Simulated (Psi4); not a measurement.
Input for Psi4:
```
memory 2 GB

molecule {
0 1
  Si   -0.76748994   -0.25959108    0.05080117
  F    -1.08226501    1.14490314   -0.67105726
  C     1.06126978   -0.35824159    0.28228306
  C     2.25152549   -0.42756164    0.43545721
  H    -1.23229576   -1.27933807   -0.87750068
  H    -1.45343439   -0.19304594    1.33248937
  H     3.29420281   -0.48264978    0.56686868
}

set basis pcseg-1

energy('pbe')
print_variables()
```

**Question.** What total energy does Psi4 with PBE/pcseg-1 give?

**Answer.** -933.881147 Ry

**Question.** Estimate the nuclear repulsion energy that PBE/pcseg-1 returns for this input.

**Answer.** 139.3305 Eh

**Question.** What is the computed dipole moment (PBE/pcseg-1)?

**Answer.** 1.86 D

**Question.** Predict the number of basis functions from PBE/pcseg-1.

**Answer.** 75
